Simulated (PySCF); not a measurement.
Which determinant of MgI lies lowest?

Unrestricted PBE0; basis Mg def2-SVP, I def2-SVP with ECP28; scalar-relativistic core potentials; PySCF 2.14. Outer shells of the fragments: Mg 3s2; I 4d10 5s2 5p5.

Followed along the bond (rough minima from three points):

```csv
2Ms+1,unpaired,⟨S²⟩ at the start,R at minimum (Å),Te (eV)
2,σ ↑,0.75,2.62,0.00
4,"σ ↑, π ↑↑",3.75,none in the scan,≤ 4.61
```

Solutions found at the starting distance of 2.665 Å, counted from the lowest of them; the search is not exhaustive and high or unbound solutions are not listed, so other states can lie among these:

```
2Ms+1   unpaired   term  E (eV)  ⟨S²⟩  ⟨Lz²⟩  μ (D)
    2        σ ↑    ²Σ⁺    0.00  0.75   0.00  -3.52
    2        π ↑     ²Π    2.91  0.77   1.00  -4.01
    2        π ↑     ²Π    3.29  0.75   1.00   4.10
    4  σ ↑, π ↑↑  mixed    4.82  3.75   2.01   3.28
    4  σ ↑, π ↑↑  mixed    4.97  3.75   2.01   3.45
    4  σ ↑↑, π ↑     ⁴Π    5.85  3.75   1.00   2.70
    4  σ ↑↑, π ↑     ⁴Π    6.33  3.75   1.01   3.18
    4      σ ↑↑↑    ⁴Σ⁺    7.31  3.75   0.00   3.70
```

A term symbol is given only where ⟨S²⟩ and ⟨Lz²⟩ are close to those of a pure state; real π, δ and φ orbitals otherwise mix terms. A positive dipole means Mg(−)I(+).

Spin–orbit coupling is left out. Counting both spins, an empty level lies below a filled one in some of these solutions, because spin and occupation are held.
